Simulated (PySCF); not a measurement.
SMILES CC(=O)C[SiH2]C(C)=O (GFN2-xTB optimised geometry):

```
18

C      0.141     2.759    -1.791
C      1.289     1.798    -1.661
O      1.901     1.366    -2.609
C      1.603     1.373    -0.255
Si     1.012    -0.423     0.000
C     -0.922    -0.423     0.000
C     -1.603    -1.762     0.006
O     -1.547     0.615     0.000
H     -0.088     2.943    -2.837
H      0.397     3.700    -1.307
H     -0.730     2.347    -1.284
H      2.683     1.388    -0.116
H      1.141     2.039     0.471
H      1.473    -1.312    -1.064
H      1.446    -0.906     1.316
H     -1.234    -2.347     0.846
H     -1.337    -2.291    -0.907
H     -2.683    -1.656     0.068
```

Level of theory: B3LYP/def2-SVP (PySCF).

What are the frontier orbital energies and the dipole moment?

HOMO-2 -8.82 eV, HOMO-1 -6.74 eV, HOMO -6.68 eV, LUMO -1.42 eV, LUMO+1 -0.38 eV; dipole moment 2.67 D.

On the same geometry PBE/def2-SVP in PySCF gives HOMO-2 -7.72 eV, HOMO-1 -5.47 eV, HOMO -5.31 eV, LUMO -2.31 eV, LUMO+1 -1.26 eV; dipole moment 2.55 D.

Meta-Löwdin charges at B3LYP/def2-SVP: C1 -0.34, C2 0.38, O3 -0.42, C4 -0.44, Si5 0.60, C6 0.18, C7 -0.33, O8 -0.38, H9 0.11, H10 0.11, H11 0.13, H12 0.13, H13 0.11, H14 -0.09, H15 -0.10, H16 0.12, H17 0.12, H18 0.11.
